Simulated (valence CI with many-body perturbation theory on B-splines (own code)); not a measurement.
Pt6+: electric-dipole lines

Computed by valence CI with perturbative core correlation (CI+MBPT): four valence electrons over a frozen Dirac-Fock core [Xe] 4f14, radial functions for each j: 7 s, 7 p, 8 d, 6 f, 4 g, 1 h, with the one-electron correlation potential Σ1, the two-electron term Σ2, the three-electron term Σ3, Breit, model QED; selected CI, second order for the rest, scaled by the run's own slope (own B-spline code, finite nucleus).

No measured levels were compared; by estimate terms of the open shell hold to 2 to 4 % of their energy, and close levels can change places; different configurations can be misplaced against each other by 1,000 to 8,000 cm⁻¹. The list stops below the first excitations out of the core.

Lines 351 to 400 of 600 in falling wavelength, among levels below 312470 cm⁻¹, chosen from the strongest by gf and those to the six lowest levels. Wavelengths and rates use the calculated energies, so an error of 2000 cm⁻¹ moves a line at 42.23 nm by 0.84 % and its rate by three times that or more. Electric multipoles are in the length gauge, E1 and E2 with the static RPA response of the core. Weak lines are less certain than strong ones. Lines between different terms over intervals too small for the method are left out, as are lines whose strength nearly cancels. Where a level lies close to another of its J and parity, the split of strength between their lines is uncertain. The highest levels of a list are the least certain.

Levels are named by their leading jj configuration (3d3/2^4 stands for four electrons in 3d with j = 3/2), which in mixed levels can hold well under half, so a name can repeat and another be missing. Letters in brackets count levels of one name in rising energy.

| λ vac (nm) | Upper | Lower | A (s⁻¹) | S (a.u.) |
| --- | --- | --- | --- | --- |
| 42.23 | (5d3/2 5d5/2^2 6p1/2) J=3 [b] | (5d3/2^2 5d5/2^2) J=2 [b] | 7.00e+08 | 1.82e-01 |
| 42.15 | (5d3/2^2 5d5/2 6p1/2) J=2 [b] | (5d3/2^2 5d5/2^2) J=3 [a] | 1.54e+09 | 2.85e-01 |
| 42.12 | (5d3/2 5d5/2^2 6p3/2) J=4 [b] | (5d3/2^2 5d5/2^2) J=4 [c] | 1.17e+09 | 3.88e-01 |
| 42.11 | (5d3/2^2 5d5/2 6p1/2) J=3 [b] | (5d3/2^2 5d5/2^2) J=3 [a] | 7.23e+08 | 1.87e-01 |
| 42.07 | (5d3/2^2 5d5/2 6p3/2) J=3 [e] | (5d3/2 5d5/2^3) J=2 [a] | 1.55e+09 | 3.99e-01 |
| 42.03 | (5d3/2^3 6p1/2) J=1 | (5d3/2^4) J=0 | 5.85e+09 | 6.43e-01 |
| 41.98 | (5d3/2 5d5/2^2 6p1/2) J=4 [b] | (5d3/2^2 5d5/2^2) J=3 [b] | 7.67e+08 | 2.52e-01 |
| 41.94 | (5d3/2 5d5/2^2 6p1/2) J=0 | (5d3/2^2 5d5/2^2) J=1 | 4.81e+09 | 1.75e-01 |
| 41.91 | (5d3/2^2 5d5/2 6p1/2) J=2 [a] | (5d3/2^3 5d5/2) J=1 | 3.98e+09 | 7.23e-01 |
| 41.90 | (5d3/2 5d5/2^2 6p1/2) J=4 [c] | (5d3/2 5d5/2^3) J=3 [a] | 6.03e+08 | 1.97e-01 |
| 41.86 | (5d3/2^2 5d5/2 6p3/2) J=3 [c] | (5d3/2^2 5d5/2^2) J=3 [c] | 1.30e+09 | 3.30e-01 |
| 41.84 | (5d5/2^3 6p1/2) J=4 | (5d3/2 5d5/2^3) J=3 [a] | 1.93e+09 | 6.29e-01 |
| 41.73 | (5d3/2 5d5/2^2 6p1/2) J=1 [a] | (5d3/2^2 5d5/2^2) J=2 [b] | 1.75e+09 | 1.88e-01 |
| 41.70 | (5d3/2 5d5/2^2 6p1/2) J=3 [a] | (5d3/2^2 5d5/2^2) J=4 [a] | 8.10e+08 | 2.03e-01 |
| 41.69 | (5d3/2 5d5/2^2 6p3/2) J=3 [b] | (5d3/2^2 5d5/2^2) J=4 [c] | 1.24e+09 | 3.09e-01 |
| 41.67 | (5d3/2^2 5d5/2 6p3/2) J=3 [d] | (5d3/2 5d5/2^3) J=4 [a] | 8.32e+08 | 2.08e-01 |
| 41.67 | (5d3/2^2 5d5/2 6p1/2) J=1 [a] | (5d3/2^2 5d5/2^2) J=2 [a] | 3.49e+08 | 3.74e-02 |
| 41.66 | (5d3/2^2 5d5/2 6p3/2) J=2 [e] | (5d3/2 5d5/2^3) J=2 [a] | 1.16e+09 | 2.07e-01 |
| 41.65 | (5d3/2^2 5d5/2 6p3/2) J=2 [c] | (5d3/2^2 5d5/2^2) J=2 [c] | 1.04e+09 | 1.86e-01 |
| 41.63 | (5d3/2^2 5d5/2 6p3/2) J=2 [f] | (5d3/2^2 5d5/2^2) J=2 [d] | 2.63e+09 | 4.67e-01 |
| 41.62 | (5d3/2^2 5d5/2 6p3/2) J=4 [a] | (5d3/2^2 5d5/2^2) J=5 | 2.58e+09 | 8.27e-01 |
| 41.61 | (5d3/2^2 5d5/2 6p1/2) J=4 [b] | (5d3/2^3 5d5/2) J=4 | 7.25e+09 | 2.32e+00 |
| 41.61 | (5d3/2 5d5/2^2 6p1/2) J=6 | (5d3/2^2 5d5/2^2) J=6 | 2.64e+09 | 1.22e+00 |
| 41.59 | (5d5/2^3 6p1/2) J=1 | (5d3/2 5d5/2^3) J=1 [a] | 2.31e+09 | 2.46e-01 |
| 41.56 | (5d5/2^3 6p1/2) J=2 [a] | (5d3/2 5d5/2^3) J=2 [a] | 4.19e+09 | 7.43e-01 |
| 41.50 | (5d3/2 5d5/2^2 6p1/2) J=5 [a] | (5d3/2^2 5d5/2^2) J=4 [a] | 1.21e+09 | 4.71e-01 |
| 41.46 | (5d3/2^2 5d5/2 6p3/2) J=1 [c] | (5d3/2 5d5/2^3) J=2 [a] | 3.88e+09 | 4.10e-01 |
| 41.45 | (5d3/2 5d5/2^2 6p3/2) J=3 [d] | (5d3/2 5d5/2^3) J=3 [b] | 1.23e+09 | 3.02e-01 |
| 41.44 | (5d3/2^2 5d5/2 6p1/2) J=2 [b] | (5d3/2^2 5d5/2^2) J=2 [a] | 4.60e+08 | 8.08e-02 |
| 41.42 | (5d3/2 5d5/2^2 6p3/2) J=1 [c] | (5d3/2^2 5d5/2^2) J=2 [e] | 5.59e+09 | 5.88e-01 |
| 41.40 | (5d3/2^2 5d5/2 6p1/2) J=3 [b] | (5d3/2^2 5d5/2^2) J=2 [a] | 4.98e+09 | 1.22e+00 |
| 41.30 | (5d3/2^2 5d5/2 6p3/2) J=4 [c] | (5d3/2^2 5d5/2^2) J=3 [c] | 2.55e+09 | 7.99e-01 |
| 41.29 | (5d3/2^2 5d5/2 6p1/2) J=4 [b] | (5d3/2^2 5d5/2^2) J=3 [a] | 2.54e+09 | 7.95e-01 |
| 41.27 | (5d3/2 5d5/2^2 6p1/2) J=3 [b] | (5d3/2^2 5d5/2^2) J=4 [a] | 2.10e+09 | 5.10e-01 |
| 41.23 | (5d3/2^2 5d5/2 6p3/2) J=3 [d] | (5d3/2^2 5d5/2^2) J=2 [c] | 1.52e+09 | 3.69e-01 |
| 41.20 | (5d3/2 5d5/2^2 6p1/2) J=4 [b] | (5d3/2^2 5d5/2^2) J=4 [a] | 6.21e+09 | 1.93e+00 |
| 41.15 | (5d3/2^2 5d5/2 6p3/2) J=4 [b] | (5d3/2^2 5d5/2^2) J=4 [b] | 3.15e+09 | 9.74e-01 |
| 41.15 | (5d3/2 5d5/2^2 6p1/2) J=2 [c] | (5d3/2^2 5d5/2^2) J=2 [c] | 4.63e+09 | 7.96e-01 |
| 41.14 | (5d5/2^3 6p1/2) J=4 | (5d3/2 5d5/2^3) J=4 [a] | 2.09e+09 | 6.47e-01 |
| 41.13 | (5d5/2^3 6p1/2) J=1 | (5d3/2 5d5/2^3) J=2 [a] | 3.89e+09 | 4.01e-01 |
| 41.10 | (5d3/2 5d5/2^2 6p1/2) J=6 | (5d3/2^2 5d5/2^2) J=5 | 1.26e+09 | 5.63e-01 |
| 41.10 | (5d3/2^2 5d5/2 6p3/2) J=2 [d] | (5d3/2^2 5d5/2^2) J=3 [c] | 2.27e+09 | 3.89e-01 |
| 41.07 | (5d3/2 5d5/2^2 6p1/2) J=1 [b] | (5d3/2^2 5d5/2^2) J=1 | 2.67e+09 | 2.73e-01 |
| 41.06 | (5d3/2^2 5d5/2 6p3/2) J=3 [d] | (5d3/2^2 5d5/2^2) J=4 [b] | 3.00e+09 | 7.17e-01 |
| 41.03 | (5d3/2 5d5/2^2 6p3/2) J=2 [c] | (5d3/2 5d5/2^3) J=3 [b] | 3.81e+09 | 6.49e-01 |
| 41.02 | (5d3/2 5d5/2^2 6p1/2) J=5 [c] | (5d3/2^2 5d5/2^2) J=6 | 2.34e+09 | 8.77e-01 |
| 41.01 | (5d3/2 5d5/2^2 6p1/2) J=5 [b] | (5d3/2^2 5d5/2^2) J=5 | 9.87e+08 | 3.70e-01 |
| 40.99 | (5d3/2^2 5d5/2 6p3/2) J=3 [a] | (5d3/2^2 5d5/2^2) J=3 [b] | 3.02e+09 | 7.18e-01 |
| 40.98 | (5d3/2^2 5d5/2 6p3/2) J=3 [e] | (5d3/2 5d5/2^3) J=4 [a] | 1.91e+09 | 4.54e-01 |
| 40.95 | (5d5/2^3 6p1/2) J=2 [b] | (5d3/2^2 5d5/2^2) J=2 [e] | 1.59e+09 | 2.69e-01 |
